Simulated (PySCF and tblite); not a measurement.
Results of a calculation; reference values are marked as such.
Dynamics report: rearrangement

System: C₄H₂BrN₃, numbered as in [N:1]#[C:2][c:3]1[nH:4][n:5][cH:6][c:7]1[Br:8].

Motion: shift of H on N4 from N4 to N5. Level: PBE0/pcSseg-1 + D3(BJ) on PBE0-D3(BJ)/def2-SVP stationary points, with GFN2-xTB thermal terms. Rates follow Eyring's equation with the number of equivalent paths and no tunnelling. (PySCF 2.14 with density fitting, tblite 0.8.)

```
 point  symmetry  E(GFN2) kcal/mol  E(DFT) kcal/mol  ZPE change kcal/mol  lowest mode cm⁻¹  dipole D
 start        Cs               0.0              0.0                 0.00                92      2.39
saddle        C1              47.4             52.3                -4.17             1638i      4.13
   end        Cs               0.8             -0.2                 0.00                93      6.56
```

```
Electronic barrier             : 52.3 kcal/mol
Barrier with zero-point energy : 48.1 kcal/mol
ΔH‡ (298 K)                    : 48.1 kcal/mol
ΔS‡ (298 K, symmetry apart)    : 0.0 cal/(mol K)
Paths                          : 2 equivalent paths
End point                      : a different minimum
Cost                           : 3.1 min on 1 thread of Intel Xeon 6975P-C (shared host) (rough), peak memory 0.98 GiB, launched as `OMP_NUM_THREADS=1 python ens_run.py task.json out`
```

| T/K | ΔG‡ kcal/mol | k s⁻¹ | ΔG kcal/mol | k back s⁻¹ |
| --- | --- | --- | --- | --- |
| 500 | 48.2 | 1.9×10⁻⁸ | -0.2 | 1.5×10⁻⁸ |

ΔG and ΔG‡ leave out symmetry numbers and mirror images; rates count paths: 2 out, 2 back.

Tunnelling of the moving H, left out here, will speed the real process. In real samples such hydrogens mostly exchange between molecules or through solvent, far faster than by this path. Spin–orbit effects of heavy atoms on shieldings are missing.
